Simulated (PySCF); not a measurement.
# Correlation energy of Al (aluminium, neutral)

[Ne] 3s2 3p1, 2P determinant. All numbers are calculated (PySCF 2.14, the spin-free X2C one-electron Hamiltonian (Gaussian nucleus), in dyall-av3z (19s12p3d2f, 84 functions)). Frozen: [Ne]; 3 electrons correlated; the 22 highest virtual orbitals of each spin left out.

```
  level  correlation energy (mhartree)
   CCSD                         -51.66
    (T)                          -1.22
CCSD(T)                         -52.88
```

Diagnostics: T1 = 0.019, D1 = 0.0418, largest double amplitude 0.056.

Cost of the coupled-cluster step: about 5 core-seconds, for 3 correlated electrons.

Iterations:

```
CC2 = 0
CCSD nocc = (np.int64(2), np.int64(1)), nmo = (57, 57)
frozen orbitals [[0, 1, 2, 3, 4, 62, 63, 64, 65, 66, 67, 68, 69, 70, 71, 72, 73, 74, 75, 76, 77, 78, 79, 80, 81, 82, 83], [0, 1, 2, 3, 4, 62, 63, 64, 65, 66, 67, 68, 69, 70, 71, 72, 73, 74, 75, 76, 77, 78, 79, 80, 81, 82, 83]]
max_cycle = 100
direct = 0
conv_tol = 1e-08
conv_tol_normt = 1e-06
diis_space = 8
diis_start_cycle = 0
Init t2, MP2 energy = -0.0369253783137334
Init E_corr(UCCSD) = -0.0369253783143528
cycle = 1  E_corr(UCCSD) = -0.0457214852831574  dE = -0.00879610697  norm(t1,t2) = 0.059837
cycle = 2  E_corr(UCCSD) = -0.0489283775035559  dE = -0.00320689222  norm(t1,t2) = 0.0279219
cycle = 3  E_corr(UCCSD) = -0.0516403915624741  dE = -0.00271201406  norm(t1,t2) = 0.0143554
cycle = 4  E_corr(UCCSD) = -0.0516327186214292  dE = 7.67294104e-06  norm(t1,t2) = 0.00235967
cycle = 5  E_corr(UCCSD) = -0.0516721095357007  dE = -3.93909143e-05  norm(t1,t2) = 0.000432945
cycle = 6  E_corr(UCCSD) = -0.0516563132683343  dE = 1.57962674e-05  norm(t1,t2) = 9.88042e-05
cycle = 7  E_corr(UCCSD) = -0.0516618882027022  dE = -5.57493437e-06  norm(t1,t2) = 3.23324e-05
cycle = 8  E_corr(UCCSD) = -0.0516611631319771  dE = 7.25070725e-07  norm(t1,t2) = 8.745e-06
cycle = 9  E_corr(UCCSD) = -0.0516607732572321  dE = 3.89874745e-07  norm(t1,t2) = 2.27124e-06
cycle = 10  E_corr(UCCSD) = -0.0516609004783498  dE = -1.27221118e-07  norm(t1,t2) = 7.70289e-07
cycle = 11  E_corr(UCCSD) = -0.0516608988034668  dE = 1.67488302e-09  norm(t1,t2) = 1.85345e-07
UCCSD converged
E(UCCSD) = -242.3690151864716  E_corr = -0.05166089880346679
UCCSD(T) correction = -0.00122041130140191
```
